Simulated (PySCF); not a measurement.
Polarisability and C₆ of Te(3+) (tellurium, charge +3)

[Kr] 4d10 5s2 5p1, 2P determinant. Computed with PySCF 2.14 in x2c-QZVPPall with one added diffuse shell each of s, p, d, f type (14s10p8d5f1g, 128 functions), with scalar relativity by spin-free X2C-1e. Coupled (time-dependent) response in atomic units; α is the mean over directions.

| method | mean α (bohr³) | α xx, yy, zz | C₆ (like pair) | S(−4) |
| --- | --- | --- | --- | --- |
| PBE0 | 10.64 | 10.82, 10.28, 10.82 | 56.70 | 33.23 |

S(−4) is the Cauchy moment in α(ω) = α(0) + S(−4) ω² + …

Spin-orbit coupling is absent.

α(iu) at PBE0:

```
u (hartree)  α(iu) (bohr³)
          0          10.64
     0.0500          10.56
      0.100          10.32
      0.200          9.484
      0.300          8.397
      0.500          6.298
      0.750          4.467
       1.00          3.358
       1.50          2.193
       2.00          1.604
       3.00          1.001
       5.00         0.5051
```

For an ion, C₆ is the dispersion term alone; charge-induced terms of lower order in 1/R come first.

The components differ because the open shell of this determinant is not spherical; for a pure term their mean is the scalar polarisability.
